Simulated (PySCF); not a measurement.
Two-component Hartree-Fock for Fe (iron, neutral)

Start: [Ar] 3d6 4s2; 3d3/2 filled at m_j = -3/2, -1/2, +1/2, +3/2; 3d5/2 filled at m_j = +3/2, +5/2. Calculated with PySCF 2.14 in x2c-QZVPPall-2c: generalised Hartree-Fock with the X2C-1e Hamiltonian and a Gaussian nucleus; one run each with spin-orbit coupling (SO) switched off, then screened by Boettger's factors.

| spinor shell | electrons | ε, spin-free (eV) | ε, screened SO (eV) | weight of nominal j (screened SO) | rms radius, screened SO (bohr) |
| --- | --- | --- | --- | --- | --- |
| 1s1/2 | 2 | -7175.3 | -7175.3 | 1.000 | 0.0675 |
| 2s1/2 | 2 | -882.69 | -882.65 | 1.000 | 0.288 |
| 2p1/2 | 2 | -748.40 | -757.36 | 0.988 | 0.259 |
| 3s1/2 | 2 | -115.66 | -115.65 | 1.000 | 0.871 |
| 3p3/2 | 4 | -75.038 | -74.278 | 0.830 | 0.937 |
| 3p1/2 | 2 | -75.038 | -76.556 | 0.659 | 0.934 |
| 3d3/2 | 4 | -17.356 | -17.004 | 0.659 | 1.24 |
| 3d5/2 | 2 | -17.356 | -18.059 | 0.895 | 1.21 |
| 4s1/2 | 2 | -7.163 | -7.162 | 1.000 | 3.48 |

(1) Where does 2p3/2 lie, and what is the 2p spin-orbit splitting (screened SO)?

```csv
quantity,spin-free,screened SO
E (hartree),-1271.36021,-1271.38263
M_J,4,4
⟨J²⟩,20.024,20.024
⟨L²⟩,6.006,6.013
⟨S²⟩,6.018,6.014
```

Each row is a mean over spinors that exchange with the open shell spreads, by up to 15.175 eV (3p3/2).

Rows whose weight is well below 1 are mixtures of j = l ± 1/2: exchange outweighs spin-orbit coupling there, and the label is only the starting occupation.

Without spin-orbit coupling the j labels of p, d and f shells carry no meaning; the spin-free column gives the mean over the occupied spinors of each nl shell.

## Answers

(1) At -743.98 eV, 13.380 eV above 2p1/2.
